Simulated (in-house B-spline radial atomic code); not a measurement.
Radial electron density of Rh VII (Rh6+), [Kr] 4d3. Method: Dirac-Kohn-Sham LC-wPBE, spherical fractional occupations, exact exchange averaged over the configuration, Fermi nucleus of rms radius 4.4945 fm. Calculated with a B-spline radial code for spherical atoms.

Columns: r (bohr), 4πr²n(r) (electrons per bohr), bar.

```
 0.00118     1.44 #
 0.00143    2.024 #
 0.00174    2.851 ##
 0.00211    3.969 ##
 0.00257    5.527 ###
 0.00312    7.587 #####
  0.0038    10.36 ######
 0.00461    13.87 #########
 0.00561    18.37 ###########
 0.00681    23.78 ###############
 0.00828    30.16 ###################
  0.0101    37.31 #######################
  0.0122    44.23 ###########################
  0.0149    50.86 ###############################
  0.0181    55.64 ##################################
  0.0219    57.81 ###################################
  0.0267    57.06 ###################################
  0.0324       54 #################################
  0.0394    50.54 ###############################
  0.0479    49.51 ##############################
  0.0582    53.09 #################################
  0.0707    60.89 #####################################
  0.0859    69.01 ##########################################
   0.104    71.71 ############################################
   0.127    65.67 ########################################
   0.154    54.66 ##################################
   0.187    46.97 #############################
   0.228    48.55 ##############################
   0.277    55.04 ##################################
   0.336    55.41 ##################################
   0.409    44.09 ###########################
   0.497    27.69 #################
   0.604     16.7 ##########
   0.734    14.11 #########
   0.892    14.42 #########
    1.08    12.26 ########
    1.32    7.499 #####
     1.6    3.377 ##
    1.95    1.065 #
    2.36    0.252 
    2.87  0.03899 
    3.49 0.003719 
    4.24 0.0001898
```

On this grid the curve has 4 maxima, near 0.0219, 0.104, 0.336, 0.892 bohr.

The 4d3/2 radial function P(r) = rR(r), positive near the nucleus, with its small component Q(r) (sign convention: Q ≈ (P' + κP/r)/2c):

```tsv
r (bohr)	P	Q
0.0122	0.001624	0.002083
0.0181	0.004645	0.004092
0.0267	0.01272	0.007595
0.0394	0.03327	0.01319
0.0582	0.08103	0.0208
0.0859	0.1768	0.02846
0.127	0.3303	0.0315
0.187	0.487	0.02476
0.277	0.4921	0.008123
0.409	0.1603	-0.008937
0.604	-0.4574	-0.01551
0.892	-0.9522	-0.01051
1.32	-0.8987	-0.0026
1.95	-0.4458	0.0005766
2.87	-0.1032	0.0003981
4.24	-0.007649	4.336e-05
```
